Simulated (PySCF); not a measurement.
Al(F)(SH)2 (AlFH₂S₂), SMILES [F][Al]([SH])[SH]. Atoms are numbered in the order given.

```xyz
6

Al    -0.3684    -0.0038     0.0000
F     -2.0304     0.0717     0.0000
S      0.7729     1.8515     0.0000
H     -0.3436     2.6191     0.0000
S      0.5760    -1.9628     0.0000
H      1.8237    -1.4338     0.0000
```
Charge 0, spin multiplicity 1.

Geometry optimised at B3LYP-D3(BJ)/def2-SVP. One conformer was computed; it need not be the lowest.

These are PBE0/pcSseg-1 in PySCF values and carry that method's errors.

GIAO shieldings, no solvent; atoms listed in one row are averaged. δ = σ(ref) − σ: ¹⁹F against CFCl3 (σ = 167.2 ppm); ³³S against H2S (σ = 716.7 ppm); ¹H against TMS (σ = 31.56 ppm), references at their B3LYP-D3(BJ)/def2-TZVP geometries, non-relativistic.

Computed chemical shifts:
```tsv
nucleus	atoms	count	δ (ppm)
¹⁹F	F2	1	-146.5
³³S	S5	1	-22.6
³³S	S3	1	-34.2
¹H	H4	1	1.23
¹H	H6	1	0.77
```
